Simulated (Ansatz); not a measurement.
Species: SnOH$_{3}$, charge 0, doublet. SnOH3 (SMILES [O][SnH3], doublet).
B3LYP-D3(BJ)/def2-TZVP minimum from Ansatz (a quantum-chemistry and plane-wave program):
```
Sn
O 1 2.0065
H 1 1.7074 2 102.69
H 1 1.7085 3 112.81 2 115.72
H 1 1.7085 3 112.81 4 128.56
```
Charge 0, spin multiplicity 2.

Total energies in hartree (Ansatz). UHF or UKS for unpaired electrons; spin-orbit terms are left out. Cores are frozen in correlated methods (noble-gas shells, and filled d and f shells in the p block). Past Kr the def2 sets carry scalar-relativistic core potentials. Where a partner has so few electrons that a lower coupled-cluster level is exact, that level stands in. Spin-orbit terms, left out, reach several kcal/mol for Br and I, and more for heavier atoms.

| species | HF/def2-TZVPP | CCSD(T)/def2-TZVPP | HF/def2-QZVPP | CCSD(T)/def2-QZVPP | CCSDT(Q)/def2-TZVPP |
|---|---|---|---|---|---|
| 1: SnOH3 (SMILES [O][SnH3], doublet) | -289.92892 | -290.27464 | -289.93488 | -290.30492 | -290.27619 |
| 2: Sn (triplet) | -213.33992 | -213.39742 | -213.34066 | -213.40091 | -213.39789 |
| 3: O (triplet) | -74.81563 | -74.97674 | -74.81863 | -74.99407 | -74.97712 |
| 4: H (doublet) | -0.49981 | -0.49981 | -0.49998 | -0.49998 | -0.49981 |

Work out the atomisation energy (electronic, to ground-state atoms) in kJ/mol: take Hartree-Fock from def2-QZVPP, extrapolate the CCSD(T) correlation energy as X^-3 (X = 3, 4), and add CCSDT(Q) - CCSD(T) in def2-TZVPP. 1 hartree = 2625.5 kJ/mol.


Species 1: correlation (64·(-0.37004) - 27·(-0.34572))/37 = -0.38779; step -0.00155; E1 = -289.93488 + (-0.38779) + (-0.00155) = -290.32422
Species 2: correlation (64·(-0.06025) - 27·(-0.05750))/37 = -0.06226; step -0.00047; E2 = -213.34066 + (-0.06226) + (-0.00047) = -213.40339
Species 3: correlation (64·(-0.17544) - 27·(-0.16111))/37 = -0.18590; step -0.00038; E3 = -74.81863 + (-0.18590) + (-0.00038) = -75.00491
Species 4: correlation (64·(0.00000) - 27·(0.00000))/37 = 0.00000; step +0.00000; E4 = -0.49998 + (0.00000) + (+0.00000) = -0.49998
-1·E1 +1·E2 +1·E3 +3·E4 = 0.41598 hartree = 1092.2 kJ/mol.
